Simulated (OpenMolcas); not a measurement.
Cr4+ with 4 ligands (bromide) in tetrahedral coordination (Td) at 2.32 Å. Ligand basis ANO-RCC-VDZP.

```
Program             : OpenMolcas
Method              : CASSCF
Basis               : ANO-RCC-VTZP [6s5p3d2f1g]
Scalar Hamiltonian  : DKH2, point nucleus
Active space        : 2 electrons in 5 orbitals (3d)
State averaging     : 2S+1 = 3 even, 10 roots; 2S+1 = 1 even, 15 roots
Spin-orbit coupling : RASSI with atomic mean-field integrals over the reference wave functions
```

Question: What is the spin-free ground state (labels of Td)?

Answer: 3A2, 1-fold in its orbital part; it has the highest spin that d2 allows.

Question: Where is the first state of the same spin?

Answer: 3T2 at 7610 cm-1 above the ground state.

Question: What are the lowest two levels with spin-orbit coupling?

Answer: A 3-fold level, then a 2-fold level 7554 cm-1 above it. Their leading multiplicities are 3 (100 %) and 3 (100 %).

Question: What is χT at 300 K, and how does it compare with the textbook value?

Answer: The lowest level has 2S+1 = 3, for which the spin-only value is χT = S(S+1) / 2 = 1.000 cm3 K/mol (g = 2). The computed 0.983 at 300 K differs by -0.017, through orbital momentum, spin-orbit coupling and any other state in reach.

Without dynamic correlation the repulsion within the d shell is too large (B by tens of per cent), so at a given field states of lower spin stand too high. The least metal-like active orbital is 76 % on the metal (Löwdin) and no ligand orbital is active, so the numbers are rough. Ligand-to-metal charge-transfer states are missing. This ion would oxidise such ligands; the complex is a model and need not exist. With no ligand orbital active B as a rule stays too high, so bands that hang on it stand too high and its fall with covalency is understated. With metal d orbitals alone and no dynamic correlation the field as a rule comes out too small, by tens of per cent, by up to half for chloride and softer ligands. No measured value stands beside these numbers; the geometry is a model, was not optimised and need not be the one that this ion takes.
